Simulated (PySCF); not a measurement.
# Scandium: a sound run and one with changed settings

Sound run: Sc [Ar] 3d1 4s2, Sc+ [Ar] 3d1 4s1. Calculation: PySCF 2.14, in x2c-TZVPall (6s5p4d1f, 48 functions); the spin-free X2C one-electron Hamiltonian (Gaussian nucleus). In the sound run the correlated levels freeze [Ar]. The sound run starts from symmetry-adapted Hartree-Fock orbitals and uses a fine grid where one is needed.

Changed run: no relativity, point nucleus. This setting is unsound on purpose.

```tsv
species	method	sound run (hartree)	changed run (hartree)	converged
Sc	UHF	-763.27590	-758.83902	yes
Sc	M06-2X	-764.19301	-759.75740	yes
Sc	MP2	-763.30284	-758.86576	yes
Sc+	UHF	-763.07766	-758.64208	yes
Sc+	M06-2X	-763.94286	-759.50902	yes
Sc+	MP2	-763.08035	-758.64470	yes
```

Ionisation energy of Sc:

| method | sound run (eV) | changed run (eV) |
| --- | --- | --- |
| UHF | 5.394 | 5.359 |
| M06-2X | 6.807 | 6.759 |
| PBE | 6.545 | 6.526 |
| MP2 | 6.054 | 6.015 |
| SCS-MP2 | 6.189 | 6.149 |

Most of the change in total energy is the relativistic energy itself. On top of that the contraction fixes the core shape for the Hamiltonian it was made with, so the changed run is not a good calculation with the other Hamiltonian either.

For comparison, NIST gives 6.561 eV between the lowest levels.
